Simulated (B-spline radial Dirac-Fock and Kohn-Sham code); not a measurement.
**Scattering functions of Ho⁵⁰⁺**

System: holmium as Ho⁵⁰⁺, configuration 1s2 2s2 2p6 3s2 3p5.

The run's input, task.json:

```json
{"items": [{
  "Z": 67,
  "q": 50,
  "cfg": [[1, 0, 2], [2, 0, 2], [2, 1, 6], [3, 0, 2], [3, 1, 5]],
  "A": 165,
  "rrms": 5.2022,
  "do": ["scatter"],
  "s": [0.0, 0.05, 0.1, 0.15, 0.2, 0.25, 0.3, 0.35, 0.4, 0.45, 0.5, 0.6, 0.7, 0.8, 0.9, 1.0, 1.1, 1.2, 1.4, 1.6, 1.8, 2.0, 2.5, 3.0, 3.5, 4.0, 5.0, 6.0],
  "pz": [0, 0.1, 0.14, 0.19, 0.26, 0.36, 0.49, 0.67, 0.93, 1.3, 1.8, 2.4, 3.3, 4.6, 6.3, 8.6, 12.0, 16.0, 22.0, 31.0, 42.0],
  "hv_scatter": [2000, 5000, 10000, 17479.3, 20000, 100000, 200000, 500000]
}]}
```

Launch: `python xray_run.py task.json out`

Level of theory: relativistic Hartree-Fock (Dirac-Fock) wave functions, averaged over the configuration; a B-spline atomic structure program. f₀ is the Fourier transform of the spherical electron density, S the Waller-Hartree incoherent function, and s = sin θ/λ. The electron scattering factor follows from the Mott-Bethe formula f_e = 0.023934 Å⁻¹·(Z − f₀)/s².

| s (Å⁻¹) | f₀ | S | f_e (Å) |
| --- | --- | --- | --- |
| 0 | 17.000 | 0.000 | – |
| 0.05 | 16.992 | 0.009 | 478.753 |
| 0.1 | 16.970 | 0.035 | 119.743 |
| 0.15 | 16.932 | 0.078 | 53.259 |
| 0.2 | 16.879 | 0.138 | 29.990 |
| 0.25 | 16.811 | 0.215 | 19.219 |
| 0.3 | 16.729 | 0.307 | 13.369 |
| 0.35 | 16.633 | 0.415 | 9.841 |
| 0.4 | 16.523 | 0.538 | 7.551 |
| 0.45 | 16.401 | 0.674 | 5.980 |
| 0.5 | 16.265 | 0.823 | 4.857 |
| 0.6 | 15.958 | 1.157 | 3.393 |
| 0.7 | 15.608 | 1.531 | 2.510 |
| 0.8 | 15.221 | 1.936 | 1.936 |
| 0.9 | 14.801 | 2.365 | 1.542 |
| 1 | 14.356 | 2.810 | 1.260 |
| 1.1 | 13.891 | 3.262 | 1.051 |
| 1.2 | 13.413 | 3.717 | 0.891 |
| 1.4 | 12.440 | 4.610 | 0.666 |
| 1.6 | 11.479 | 5.455 | 0.519 |
| 1.8 | 10.565 | 6.234 | 0.417 |
| 2 | 9.723 | 6.942 | 0.343 |
| 2.5 | 8.005 | 8.415 | 0.226 |
| 3 | 6.819 | 9.556 | 0.160 |
| 3.5 | 6.009 | 10.474 | 0.119 |
| 4 | 5.398 | 11.247 | 0.092 |
| 5 | 4.366 | 12.519 | 0.060 |
| 6 | 3.426 | 13.503 | 0.042 |

f₀ starts at the number of electrons, 17, and has fallen to half at s ≈ 2.36 Å⁻¹. The sum of ⟨r²⟩ over the electrons is 0.4136 bohr². For an ion f_e diverges as s goes to zero, because of the net charge.

Values without a named source are computed, but for edge energies of neutral atoms, which are taken from tables.
